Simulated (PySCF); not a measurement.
(HMg-mu-F)2.
Bonds: Mg1–F3, Mg1–F6, F3–Mg4, Mg4–F6. Hydrogens: H2 on Mg1; H5 on Mg4.

The closed-shell ground state was solved at several levels (PySCF, density fitting, gas phase, non-relativistic). Geometry: PBE0-D3(BJ)/def2-SVP, one conformer, isolated molecule.

```tsv
level	basis functions	total energy (Eh)	HOMO (eV)	LUMO (eV)	gap (eV)	dipole (D)
KT2/pcSseg-1	76	-607.6809	-6.60	-1.54	5.06	0.03
CAM-B3LYP/def2-SVPD	104	-600.9116	-9.18	-0.27	8.91	0.03
```

Problem. Estimate the row for PBE0/pcSseg-1, a basis of 76 functions; the other rows only guide the guess.

Solution. Total energy -600.7750 Eh, HOMO -7.76 eV, LUMO -0.72 eV, gap 7.04 eV, dipole 0.03 D.

Problem. Over all these levels, which gives the widest orbital gap and which the narrowest?

Solution. CAM-B3LYP/def2-SVPD (range-separated hybrid) has the widest, 8.91 eV, and KT2/pcSseg-1 (GGA) the narrowest, 5.06 eV. Functional and basis both differ between the two, so the spread mixes both effects.

Problem. How far do the dipole and the HOMO energy spread over the levels?

Solution. The dipole runs from 0.03 to 0.03 D (mean 0.03 D) and the HOMO from -9.18 to -6.60 eV.
